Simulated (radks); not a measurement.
Results of a calculation; reference values are marked as such.
Spherical quantum dot in the effective-mass picture: electrons in a hard-walled sphere of radius 1.76, with a point charge +2 (a donor) at the centre, all in effective atomic units (hartree* = m*/eps^2 hartree, bohr* = eps/m* bohr), one dielectric constant everywhere. Level of theory: non-relativistic Kohn-Sham, LDA (Slater exchange, Perdew-Wang correlation), spin-polarised, spherical densities (a radial shooting solver with Libxc functionals). Levels are named by radial order and angular momentum (1s, 1p, 1d, 2s, ...), and open shells are averaged over m. Results are scaled to m* = 0.208 and eps = 10.5, for which hartree* = 51.34 meV and bohr* = 2.671 nm.

N = 10, configuration 1s2 1p6 1d(up 1, down 0) 2s(up 1, down 0). This is the lowest configuration that the search found. Occupied and some empty levels:

level,occupation,eigenvalue (meV),<r> (nm)
1s up,1,358.56,2.191
1s down,1,365.03,2.225
1p up,3,453.23,2.870
1p down,3,457.53,2.869
2s up,1,552.99,2.267
1d up,1,554.38,3.120
1d down,0,558.74,3.119
2s down,0,563.05,2.258
1f up,0,677.27,3.284
1f down,0,681.79,3.283
2p up,0,770.17,2.452
2p down,0,775.76,2.462
1g up,0,822.04,3.405
1g down,0,826.66,3.405

Energy (meV): total 2424.02, kinetic 1817.1, external -1270.8, Hartree 2258.9, exchange-correlation -381.22.
